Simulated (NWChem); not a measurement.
Atomisation of CClF₂

SMILES: F[C](F)Cl
```xyz
4

F      1.0654    -0.0797    -1.0923
C      0.4325     0.3319     0.0000
F      1.0654    -0.0797     1.0923
Cl    -1.2808    -0.0327     0.0000
```
Charge 0, spin multiplicity 2.

Everything below was run with NWChem. All single points use one geometry, from UPBE/def2-SVP, a minimum by its harmonic frequencies.

Basis set: def2-TZVP. The atomisation energy is electronic alone: no zero-point, thermal, spin-orbit or counterpoise terms. No value is extrapolated to the basis-set limit. Free atoms are single determinants with multiplicities F 2, C 3, Cl 2. Correlated methods freeze the same cores in atoms and molecule, 8 orbitals in all.

B3LYP has NWChem's definition, with VWN1-RPA local correlation. The structure started from a generated list of species. The unpaired electrons of the parent sit in orbitals of symmetry a' (Cs labels of the run); other states weren't searched. The stability of the SCF solutions was not checked. Open-shell Hartree-Fock references start from PBE0 orbitals.

Task: For the atomisation energy, PBE gives 335.4 kcal/mol and B3LYP gives 305.6 kcal/mol. What do PBE0, BHandHLYP, BP86 give?

Result: PBE0: 315.5 kcal/mol; BHandHLYP: 281.8 kcal/mol; BP86: 329.7 kcal/mol.
